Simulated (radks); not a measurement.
The indium ion In3+, configuration [Kr] 4d10.

Calculated with a radial shooting solver on a logarithmic mesh with Libxc functionals: scalar-relativistic Kohn-Sham, BLYP, spin-unpolarised, spherical densities, finite nucleus; Fermi nuclear charge, rms radius 4.6156 fm.

Energy parts (eV):
total: -160007.092
kinetic: 166775.910
electron-nucleus: -385497.480
Hartree: 63050.968
exchange-correlation: -4336.490

Orbitals (lengths in bohr, moments of r in powers of bohr):
orbital	occ.	eigenvalue (eV)	<r^2>	<1/r>	<r>
1s	2	-27787.21	0.001195	51.85	0.02971
2s	2	-4185.776	0.01947	11.82	0.1285
2p	6	-3760.508	0.01536	11.38	0.1122
3s	2	-818.0119	0.1390	4.180	0.3487
3p	6	-678.7490	0.1399	3.982	0.3472
3d	10	-462.3778	0.1251	3.753	0.3244
4s	2	-149.1303	0.8129	1.635	0.8473
4p	6	-107.5826	0.9682	1.479	0.9201
4d	10	-47.7579	1.577	1.156	1.153

The highest occupied level is 4d at -47.758 eV. For comparison, the ionisation energy in NIST's Atomic Spectra Database is 55.45 eV (measured). In exact Kohn-Sham theory the highest level is minus the ionisation energy, but local and semilocal functionals leave it too shallow, through self-interaction and a potential that decays too fast; potentials with the right tail come closer.
